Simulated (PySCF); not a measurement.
**Ionisation energy of Se¹⁶⁺ by level of theory**

Se¹⁶⁺ [Ar] → Se¹⁷⁺ [Ne] 3s2 3p5 [3p1/2^2 3p3/2^3, M_J = 3/2], as a difference of total energies. All numbers are calculated (PySCF 2.14, the two-component X2C-1e Hamiltonian, in an uncontracted even-tempered set (19 s from 1.5 bohr⁻², ratio 2.4; 14 p from 1.9 bohr⁻², ratio 2.4; 5 d from 10 bohr⁻², ratio 2.6; 4 f from 16 bohr⁻², ratio 2.6)). Correlated levels: 1s2 frozen; the 56 highest virtual spinors dropped. "Screened" scales the spin-orbit matrix elements by Boettger's factors to mimic the two-electron term; Breit and QED terms are absent.

```tsv
method	ionisation energy (eV)
GHF (spin-free)	652.29
GMP2 (spin-free)	653.10
GHF (screened spin-orbit)	649.54
GMP2 (screened spin-orbit)	650.35
```

**Question.** How much does correlation contribute at GMP2 (screened spin-orbit)?

**Answer.** 650.35 − (649.54) = 0.81 eV, measured against GHF (screened spin-orbit).

Breit and QED terms and the two-electron picture change are absent.

The spin-free rows lack the spin-orbit shift.

For comparison: 650.5 ± 2.1 eV (semi-empirical (NIST evaluation); NIST Atomic Spectra Database, ionization energies).
